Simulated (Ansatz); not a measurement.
`BB[SiH3]` + `[CH3][Ge]([SH])([Cl])[Cl]` → `BB([SiH3])S` + `[CH3][GeH]([Cl])[Cl]` at 298.15 K and 1 bar (redistribution).

Calculated with Ansatz (gas phase, PBE0-D4/def2-TZVP geometries, no zero-point term in ΔE). CBS: MP2 limit from def2 TZ/QZ plus the TZ coupled-cluster correction, frozen cores. For Ge outer-core shells are correlated without core-valence functions, which leaves a few kJ/mol of doubt a bond. Scalar relativity is left out up to krypton. One conformer a species, not always the lowest.

| species | CCSD(T)/CBS energy (Eh) | H − E (kJ/mol) | S (J/(mol·K)) |
| --- | --- | --- | --- |
| `BB[SiH3]` | -342.20223 | 164.2 | 314.7 |
| `[CH3][Ge]([SH])([Cl])[Cl]` | -3434.03428 | 154.2 | 392.9 |
| `BB([SiH3])S` | -740.02884 | 175.6 | 350.6 |
| `[CH3][GeH]([Cl])[Cl]` | -3036.22487 | 144.5 | 346.1 |

H − E and S are ideal-gas, rigid-rotor, harmonic terms from PBE0-D4/def2-TZVP, for one conformer and one mirror image of each species. 1 Eh = 2625.50 kJ/mol, R = 8.31446 J/(mol·K).

By hand: ΔE, ΔH, ΔS and ΔG.

ΔE = (-740.02884) + (-3036.22487) − (-342.20223) − (-3434.03428) = -0.01720 Eh = -45.2 kJ/mol. Δ(H − E) = 175.6 + 144.5 − 164.2 − 154.2 = 1.7, so ΔH = -43.5 kJ/mol. ΔS = 350.6 + 346.1 − 314.7 − 392.9 = -10.9 J/(mol·K). ΔG = -43.5 − 298.15 × (-10.9)/1000 = -40.3 kJ/mol.

By hand: the equilibrium constant, and the temperature at which ΔG would vanish if ΔH and ΔS stayed fixed.

log₁₀ K = −ΔG/(RT ln 10) = 7.1. ΔG = 0 at ΔH/ΔS = 3991 K, far beyond where these terms or the molecules hold.

The number of gas molecules stays the same, so ΔS is small and ΔH decides. A doubt of 5 kJ/mol in ΔE shifts log₁₀ K by 0.9 here. Other conformers and mirror images would add mixing entropy, several J/(mol·K) or more a flexible species. Modes under 60 cm⁻¹, often nearly free rotors, make the harmonic entropy too high. These are equilibria of isolated gas molecules and say nothing of rates. Largest T1 diagnostic: 0.016 (customary marks: 0.02 for closed shells, 0.045 for open ones).
